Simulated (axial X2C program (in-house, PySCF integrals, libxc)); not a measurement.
## TiO⁻: properties at the nuclei

Calculated with an in-house all-electron X2C program for linear molecules (integrals from PySCF): two-component X2C with atomic mean-field Coulomb and Gaunt terms, Gaussian nuclei, basis Ti dyall-acv3z, O dyall-av3z with contracted cores.

R = 1.629 Å (near the PBE0 minimum at charge -1 of the determinant lowest at the starting distance; the state shown can have its own minimum elsewhere).

Determinant lowest in the PBE0 search, Ω = 3/2 (⟨Sz⟩ = -0.50, ⟨Lz⟩ = 2.00 at PBE0), spin on the atoms Ti -0.54, O 0.04:

| level | Eeff magnitude (GV/cm) | Ws magnitude Ti (kHz) | Ws magnitude O (kHz) | A∥/gI Ti (MHz) | qzz Ti (a.u.) | A∥/gI O (MHz) | qzz O (a.u.) |
| --- | --- | --- | --- | --- | --- | --- | --- |
| PBE0 | 0.00383 | 0.000908 | 0.000843 | 197 | -0.89 | 3.33 | -0.31 |
| HF | 0.106 | 0.0254 | 0.00185 | 121 | -0.81 | 17.3 | -0.42 |
| BP86 | 0.00802 | 0.00185 | 0.000635 | 185 | -0.97 | 2.2 | -0.33 |
| TPSSh | 0.0169 | 0.00403 | 0.00085 | 191 | -0.98 | 3.38 | -0.34 |
| PBE | 0.00579 | 0.00127 | 0.000653 | 190 | -0.96 | 2.86 | -0.31 |

Determinant 0.03 eV from it at PBE0 and this distance, Ω = 5/2 (⟨Sz⟩ = 0.50, ⟨Lz⟩ = 2.00 at PBE0), spin on the atoms Ti 0.54, O -0.04:

```csv
level,Eeff magnitude (GV/cm),Ws magnitude Ti (kHz),Ws magnitude O (kHz),A∥/gI Ti (MHz),qzz Ti (a.u.),A∥/gI O (MHz),qzz O (a.u.)
PBE0,0.00356,0.000572,0.000507,160,-0.90,-0.388,-0.31
HF,0.103,0.0148,0.00111,213,-0.81,-17.3,-0.42
BP86,0.00892,0.00118,0.000381,157,-0.98,2.97,-0.33
TPSSh,0.0177,0.00248,0.000511,158,-0.98,1.29,-0.34
PBE,0.00669,0.000839,0.000392,154,-0.97,2.58,-0.31
```

Eeff is the effective electric field on the electron electric dipole moment in this Ω state and Ws the scalar–pseudoscalar constant of the nucleus named (defined with the proton number Z and per Ω); A∥ (defined per Ω) follows by multiplying with gI = μI/(I μN); qzz is the electric field gradient, eQq0 = 234.96 MHz × Q/barn × qzz. The operators were transformed with the bare-nucleus X2C matrices; with these basis sets, hyperfine constants and field gradients can be off by tens of per cent, and where levels differ in sign neither size nor sign is settled.

Problem. With gI(47Ti) = -0.3154, Q(47Ti) = 0.302 barn, Q(17O) = -0.02558 barn (g factors from the IAEA table of nuclear moments by Stone; Q from Pyykkö, Mol. Phys. 2018), turn the PBE0 values of the first state into constants in MHz.

Solution. A∥(47Ti) = 197 × -0.3154 = -62.1 MHz; eQq0(47Ti) = 234.96 × (0.302) × (-0.89) = -63.2 MHz; eQq0(17O) = 234.96 × (-0.02558) × (-0.31) = 1.86 MHz.

Each state is one determinant with collinear spin. Unrestricted Hartree–Fock can overshoot spin polarisation at the nuclei. In the state Ω = 3/2 the sign of Eeff differs between levels (BP86, TPSSh, PBE against PBE0). In the state Ω = 5/2 the sign of Eeff differs between levels (BP86, TPSSh, PBE against PBE0). For an anion, determinants above electron detachment, or with a positive highest level, are held by the basis set. Where Eeff spreads by more than a factor of two the levels disagree and none is to be relied on. The search compared states at one distance, so a state with another bond length can lie lower. The sign of Ws at Ti differs between levels in the first state. The sign of Ws at Ti differs between levels in the second state. Further determinants of the search, some of them spin-mixed, are not shown. Where a field gradient or hyperfine factor spreads by more than a factor of two over the levels, a constant derived from it is not to be relied on. PBE0 term energies can be off by some tenths of an eV.
